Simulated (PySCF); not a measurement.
System (SMILES): N#P (N-P).
Geometry (B3LYP-D3(BJ)/def2-TZVP, fixed):
```xyz
2

N      0.0000     0.0000    -1.0110
P      0.0000     0.0000     0.4718
```
Charge 0, spin multiplicity 1.

Basis-set convergence of the isotropic shielding of P2 at HF with PySCF. GIAO, no density fitting; atoms are numbered in the order shown. All functions are spherical. No added dispersion term, no relativity. Reference: the value in pcSseg-3, -70.09 ppm, itself unsure by roughly 3.27 ppm (its mean distance from cc-pCVQZ, cc-pV(5+d)Z, pcseg-3). Deviations are taken from unrounded values. Cost is core time over that of cc-pV(Q+d)Z, rough, on shared machines of one kind; a dash marks a row that isn't timed (too short, read off another run, short of memory, by another algorithm or on other hardware).

| basis | functions | isotropic shielding of P2 (ppm) | minus reference (ppm) | cost |
|---|---|---|---|---|
| 6-31G | 22 | -106.56 | -36.47 | - |
| pcseg-0 | 22 | -216.98 | -146.89 | - |
| 6-31G** | 32 | 29.12 | 99.21 | - |
| pcseg-1 | 32 | -64.29 | 5.80 | - |
| 6-31+G* | 40 | 25.04 | 95.13 | - |
| pcSseg-1 | 41 | -87.51 | -17.42 | - |
| aug-pcseg-1 | 50 | -76.74 | -6.65 | - |
| aug-cc-pV(D+d)Z | 55 | 43.15 | 113.24 | - |
| 6-311++G(2d,2p) | 62 | -69.86 | 0.23 | - |
| cc-pV(Q+d)Z | 119 | 1.50 | 71.59 | 1× |
| pcseg-3 | 124 | -72.83 | -2.74 | 1× |
| def2-QZVPP | 127 | -78.82 | -8.73 | 1× |
| cc-pCVQZ | 193 | -67.53 | 2.56 | 5× |
